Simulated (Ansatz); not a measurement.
The cluster LiCoO₂. Charge 0, multiplicity 5. Geometry PBE0-D4/def2-TZVP; atoms count from 1.

```xyz
4

Li   -0.901   -0.072    0.817
Co    0.778    0.062   -0.706
O     0.716   -1.027    0.576
O    -0.594    1.037   -0.687
```

The structure comes from a short search, and lower isomers may exist.

(1) Estimate the Mulliken populations from the PBE0/def2-TZVP orbitals of Ansatz.

(2) Where does the spin sit?

(3) And the Mayer bond orders between bonded heavy atoms (over 0.3)?

## Answers

(1) 
| atom | charge (e) | spin (α − β) | d electrons |
| --- | --- | --- | --- |
| Li1 | 0.79 | -0.03 | – |
| Co2 | 0.76 | 2.68 | 7.34 |
| O3 | -0.78 | 0.68 | – |
| O4 | -0.78 | 0.68 | – |
Mulliken values and Mayer orders depend strongly on the basis.

(2) Summed by element: Li -0.03, Co 2.68, O 1.35, of 4 unpaired in all. Largest on single atoms: Co2 2.68, O3 0.68, O4 0.68.

(3) Co2–O3 1.52 (1.68 Å); Co2–O4 1.52 (1.68 Å).
